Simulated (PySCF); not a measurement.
# One molecule, several mistakes: AlH5NSi2

All numbers below are calculated, not measured. The program is PySCF 2.14.0, an open-source quantum chemistry code, run on an isolated molecule that a program drew, which may never have been made. The molecule is AlH5NSi2 (charge 0, doublet), drawn as the SMILES string `[AlH]=[N][SiH2][SiH2]`.

Each row is a Hartree-Fock (HF) and frozen-core CCSD(T) single point in the cc-pV(D+d)Z basis, meant for a local HF minimum. Run 1 is clean. Each other run has one planted mistake out of seven kinds, and not every kind appears here: one electron removed, one electron added, multiplicity raised by two, geometry at a saddle point, minimal basis STO-3G, one bond length entered in bohr, all coordinates scaled. The reference is restricted for singlets and unrestricted otherwise, and also for a bond in bohr. Adding or removing an electron swaps singlet and doublet. Electrons count all cores. HOMO and LUMO are orbital energies over both spins, the gradient is its largest component, and the lowest frequency (negative if imaginary) is given only where the gradient is small. Bond lengths are over the 8 bonds as drawn. T1 is the CCSD diagnostic: over 0.02 (restricted) or 0.045 (unrestricted) a single reference is doubtful.

Geometry of the clean run:
```xyz
9
AlH5NSi2, angstrom
Al   -0.3583   -1.8344    3.0791
N    -0.9105   -1.2894    1.6559
Si   -1.4389   -0.7607    0.1445
Si   -0.2164   -1.7101   -1.6503
H     0.1655   -2.3520    4.4438
H    -2.8670   -1.0974   -0.1111
H    -1.3215    0.7152   -0.0175
H    -0.3183   -3.1935   -1.7459
H     1.2316   -1.3591   -1.6617
```

```
run,electrons,basis functions,<S^2>,HOMO (eV),LUMO (eV),gradient (hartree/bohr),lowest frequency (cm^-1),mean bond (Å),longest bond (Å),T1,HF (hartree),CCSD(T) (hartree),mistake
1,53,108,0.759,-7.74,1.33,2.3e-05,67,1.6483,2.370,0.0222,-877.09942,-877.57578,no fault
2,53,108,3.768,-5.28,-0.29,8.6e-02,-,1.6483,2.370,0.0457,-877.00125,-877.43551,multiplicity raised by two
3,53,37,0.754,-4.18,7.20,6.7e-02,-,1.6483,2.370,0.0285,-866.74408,-866.97602,minimal basis STO-3G
4,52,108,0.000,-14.02,-5.75,5.5e-02,-,1.6483,2.370,0.0277,-876.84947,-877.31589,?
5,54,108,0.000,-0.22,4.78,3.6e-02,-,1.6483,2.370,0.0361,-877.06684,-877.58944,?
```

**Which mistake was planted in run 4, and what did it cost?**

It counts 52 electrons, one fewer than the clean run, at the same geometry and basis. So the mistake is: one electron removed. Subtracting run 1 and multiplying by 627.51 kcal/mol a hartree, the energy moved by 156.8 kcal/mol in HF and 163.1 kcal/mol in CCSD(T).

**Which mistake was planted in run 5, and what did it cost?**

It counts 54 electrons, one more than the clean run, at the same geometry and basis. So the mistake is: one electron added. Subtracting run 1 and multiplying by 627.51 kcal/mol a hartree, the energy moved by 20.4 kcal/mol in HF and -8.6 kcal/mol in CCSD(T).

Cautions from the logs. Run 2: T1 is over the limit, so its CCSD(T) energy is less reliable; run 4: T1 is over the limit, so its CCSD(T) energy is less reliable; run 5: T1 is over the limit, so its CCSD(T) energy is less reliable.
